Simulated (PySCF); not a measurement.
Mg(Cl)(OH) (ClHMgO), SMILES [Cl][Mg][OH]. Heavy atoms are numbered as in [Mg:1]([Cl:2])[OH:3]. Hydrogens are named by the atom that carries them.

Coordinates come from a PBE-D3(BJ)/def2-TZVP optimisation. One conformer was computed; it need not be the lowest.

All values below come from PySCF with KT2/pcSseg-2.

GIAO shieldings, no solvent; atoms alike by connectivity are averaged. δ = σ(ref) − σ: ³⁵Cl against HCl (σ = 945.0 ppm); ¹⁷O against H2O (σ = 324.0 ppm); ¹H against TMS (σ = 31.47 ppm), references at their B3LYP-D3(BJ)/def2-TZVP geometries, non-relativistic (without spin–orbit terms, shifts of atoms bonded to Cl or Br come out too high).

### Question
Estimate the chemical shifts. (Estimate from the structure and the level; the computed values follow.)

### Answer

```
nucleus    atoms  count  δ (ppm)
-------  -------  -----  -------
³⁵Cl         Cl2      1   -141.3
¹⁷O      O3 (OH)      1    -21.9
¹H       H on O3      1     0.40
```
